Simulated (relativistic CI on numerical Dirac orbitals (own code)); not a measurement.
Calculated at this level of theory: Dirac-Coulomb-Breit CI, orbitals from a KLI potential per configuration, QED by a radiative potential, valence Slater integrals scaled by 0.85, P86 correlation energy added to each configuration (own radial code, finite nucleus).

Configurations in the expansion: 1s2, 1s 2s, 1s 2p, 1s 3s, 1s 3p, 1s 3d, 1s 4s, 1s 4p, 1s 4d, 1s 4f, 1s 5s, 1s 5p, 1s 5d, 1s 5f, 1s 5g, 1s 6s, 1s 6p, 1s 6d. Levels of other configurations are missing.

Correlation outside the listed configurations is missing or only estimated: errors of thousands of cm⁻¹ between configurations and terms are usual at this charge. Rates and lifetimes follow the computed energies and can be off by large factors. The fine structure of a lone outer electron comes out too small, for d and f at times inverted, and misplaced configurations move strength between like terms. 11 of the 11 excited levels that our extract of the measured tables holds in this range could be paired (the sources list more); they are missed by 5366 cm⁻¹ on average and 5928 at most, and levels without a partner can miss by more.

Outline of the computed level scheme of Li II. Lowest level of each configuration: 1s2 1S_0 at 0.0000 eV; 1s 2s 3S_1 at 58.2857 eV; 1s 2p 3P°_1 at 60.5891 eV; 1s 3s 3S_1 at 68.1344 eV; 1s 3p 3P°_1 at 68.7320 eV; 1s 3d 3D_2 at 68.7913 eV; 1s 4s 3S_1 at 71.3085 eV; 1s 4p 3P°_2 at 71.5491 eV; 1s 4d 3D_2 at 71.5841 eV.

Some strong electric-dipole decays among the lowest 27 levels: 1s 2p 1P°_1 → 1s2 1S_0 (2.7e+10 s⁻¹); 1s 3p 1P°_1 → 1s2 1S_0 (1.0e+10 s⁻¹); 1s 4p 1P°_1 → 1s2 1S_0 (5.3e+09 s⁻¹); 1s 3d 3D_3 → 1s 2p 3P°_2 (1.1e+09 s⁻¹); 1s 3d 1D_2 → 1s 2p 1P°_1 (1.0e+09 s⁻¹); 1s 3d 3D_2 → 1s 2p 3P°_1 (8.2e+08 s⁻¹); 1s 3d 3D_1 → 1s 2p 3P°_0 (6.1e+08 s⁻¹); 1s 3d 3D_1 → 1s 2p 3P°_1 (4.6e+08 s⁻¹).

Rates of lines that live on the mixing of spin multiplicities can be off by large factors.
